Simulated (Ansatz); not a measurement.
Reaction (redistribution): `O[SiH2][SiH2]P` + `F/C=N/[SiH2]F` → `O[SiH2][SiH2][SiH2]F` + `F/C=N/P`

Program: Ansatz. Geometries: PBE0-D4/def2-TZVP. ΔE: electronic, gas phase. CCSD(T)/CBS is the MP2 limit (def2-TZVPP, def2-QZVPP) plus CCSD(T) − MP2 in def2-TZVPP, frozen cores. Double bonds are as drawn, so ΔE can hold a change between cis and trans. Functionals use def2-TZVPP. Each species was taken in one conformer, which may not be the lowest.

CCSD(T)/CBS gives +1.25 eV.

(1) Another level gave +1.24 eV. Which?
A. MP2/def2-TZVPP
B. CCSD/def2-TZVPP
C. PBE0-D4/def2-TZVPP
D. PBE-D4/def2-TZVPP

Largest T1 diagnostic among the species: 0.014.

Answers

(1) B. CCSD/def2-TZVPP 1.24, PBE0-D4 1.20, PBE-D4 1.15, MP2/def2-TZVPP 1.32 eV.

From PBE to PBE0 (25 % exact exchange), in def2-TZVPP and without D4, ΔE moves by +0.05 eV.
